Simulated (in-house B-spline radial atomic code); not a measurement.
Configurations of neutral vanadium, with energies counted from [Ar] 3d3 4s2. Level of theory: non-relativistic LDA exchange-only, spin-polarised, spherical fractional occupations, point nucleus; calculated with an all-electron radial atomic-structure program (B-spline basis). Shells without spins written out take the highest spin.

Occupations are held fixed; configurations that lie above the ionisation limit could autoionise.

```
                                                  configuration  E - E(ref) (eV)  highest orbital  its <r> (bohr)
                                               [Ar] 3d3 4s1 4p1           1.2386            4p up           4.337
                                               [Ar] 3d2 4s2 4p1           6.3276            4p up           4.049
                     [Ar] 3d(1 up, 1 down) 4s2 5s(1 up, 0 down)            9.861            5s up           8.624
                                               [Ar] 3d2 4s2 5d1           10.178            5d up           18.47
                                       [Ne] 3s2 3p5 3d3 4s2 5p1           44.962            5p up           10.77
[Ne] 3s2 3p(3 up, 2 down) 3d(3 up, 0 down) 4s2 4d(1 up, 0 down)           45.131            4d up           9.356
                                       [Ne] 3s2 3p5 3d3 4s2 5d1           45.744            5d up           18.33
```

Q: Order these further configurations by energy, lowest first.
A. [Ar] 3d(0 up, 2 down) 4s2 5p(0 up, 1 down)
B. [Ar] 3d2 4s2 4d1
C. [Ar] 3d(1 up, 2 down) 4s2
D. [Ne] 3s2 3p5 3d3 4s2 5f1
E. [Ar] 3d(0 up, 3 down) 4s(1 up, 0 down) 4f(0 up, 1 down)

A: C (1.8681 eV), E (6.2849 eV), A (9.408 eV), B (9.5668 eV), D (46.15 eV).

Q: How far above the reference does [Ne] 3s2 3p5 3d3 4s2 4f1 lie?

A: 45.899 eV; its least bound orbital is 4f up with <r> = 18.23 bohr.

Q: How far above the reference does [Ar] 3d3 4s1 4d1 lie?

A: 4.2013 eV; its least bound orbital is 4d up with <r> = 9.651 bohr.
